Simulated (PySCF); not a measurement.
## Interval between two levels of Fe⁺ by level of theory

Fe⁺ [Ar] 3d6 4s1 [6D9/2, M_J = 9/2] → Fe⁺ [Ar] 3d5 4s2 [6S5/2, M_J = 5/2], as a difference of total energies. Calculation: PySCF 2.14, in x2c-TZVPall-2c; the two-component X2C-1e Hamiltonian. Correlated levels: [Ne] frozen; the 6 highest virtual spinors dropped. "Screened" scales the spin-orbit matrix elements by Boettger's factors to mimic the two-electron term; Breit and QED terms are absent.

```json
{"method": "GHF (spin-free)", "interval between two levels (cm⁻¹)": "16435"}
{"method": "GMP2 (spin-free)", "interval between two levels (cm⁻¹)": "22482"}
{"method": "GHF (screened spin-orbit)", "interval between two levels (cm⁻¹)": "16831"}
{"method": "GMP2 (screened spin-orbit)", "interval between two levels (cm⁻¹)": "22895"}
```

Errors of the correlated levels include the incompleteness of this basis and the frozen core.

The labels give the starting determinants; with spin-orbit coupling the two ends relaxed to ⟨J²⟩ = 24.76, ⟨L²⟩ = 6.01, ⟨S²⟩ = 8.75 and ⟨J²⟩ = 8.76, ⟨L²⟩ = 0.00, ⟨S²⟩ = 8.75.

Problem. Which method comes closest to the reference value, and which is furthest?

Solution. The reference is 23318 cm⁻¹ (measured; NIST Handbook of Basic Atomic Spectroscopic Data (Sansonetti and Martin, J. Phys. Chem. Ref. Data 34, 1559 (2005))). Closest: GMP2 (screened spin-orbit) (error -422.50 cm⁻¹); furthest: GHF (spin-free) (error -6883.1 cm⁻¹).
